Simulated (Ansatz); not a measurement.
Two isomers of C3H8BNO: A = `B/C=C(\O)CN`, B = `B/N=C\OCC`.

Computed with Ansatz on PBE0-D4/def2-TZVP structures; ΔE is electronic, products minus reactants. CBS: MP2 limit from def2 TZ/QZ plus the TZ coupled-cluster correction, frozen cores. Double bonds are as drawn, so ΔE can hold a change between cis and trans. DFT in def2-TZVPP. Each species was taken in one conformer, which may not be the lowest.

A:

```xyz
14

B     1.0030   -0.3718    2.3600
C     0.2789   -0.7125    1.0730
C     0.3347    0.0120   -0.0698
O     1.0466    1.1488   -0.1355
C    -0.4257   -0.3438   -1.3183
N    -1.5518    0.5293   -1.6130
H     0.8838   -1.0798    3.3198
H     1.7015    0.5962    2.4391
H    -0.3444   -1.5999    1.0007
H     1.0540    1.4798   -1.0389
H    -0.7912   -1.3670   -1.2262
H     0.2572   -0.3283   -2.1777
H    -2.1877    0.5548   -0.8248
H    -1.2588    1.4822   -1.7884
```

B:

```xyz
14

B    -2.3566    2.4293   -0.2043
N    -1.5678    1.4174    0.2413
C    -0.8221    0.4972    0.5947
O     0.1257   -0.0153   -0.2067
C     0.8973   -1.0764    0.3544
C     1.9027   -1.5141   -0.6755
H    -3.3890    2.1685   -0.7560
H    -2.0125    3.5638   -0.0239
H    -0.8837    0.0370    1.5868
H     1.3972   -0.7223    1.2634
H     0.2332   -1.9038    0.6294
H     2.5126   -2.3279   -0.2784
H     1.4013   -1.8656   -1.5787
H     2.5617   -0.6876   -0.9465
```

Q: Which is lower in electronic energy at CCSD(T)/CBS, and by how much? (An estimate is asked.)

A: Computed: B, by 83.5 kJ/mol.

Q: Give E(B) − E(A) in kJ/mol with ωB97M-V, PBE0-D4, MP2/def2-TZVPP, HF/def2-TZVPP, CCSD(T)/def2-TZVPP, CCSD/def2-TZVPP, PBE-D4. (An estimate is asked.)

A: Ansatz gave: ωB97M-V -88.2, PBE0-D4 -88.9, MP2/def2-TZVPP -84.8, HF/def2-TZVPP -93.6, CCSD(T)/def2-TZVPP -88.2, CCSD/def2-TZVPP -88.2, PBE-D4 -95.7. None reverses the order clearly.

Largest T1 diagnostic: 0.014.

From PBE to PBE0 (25 % exact exchange), in def2-TZVPP and without D4, E(B) − E(A) moves by +7.4 kJ/mol. The D4 term adds +5.8 kJ/mol with B3LYP and +3.0 kJ/mol with PBE0; it sums over pairs of atoms, weighted by their polarisabilities, and B3LYP, whose exchange is more repulsive, gets the larger term.

B3LYP here is the variant with VWN-RPA as its local correlation; programs differ in this.
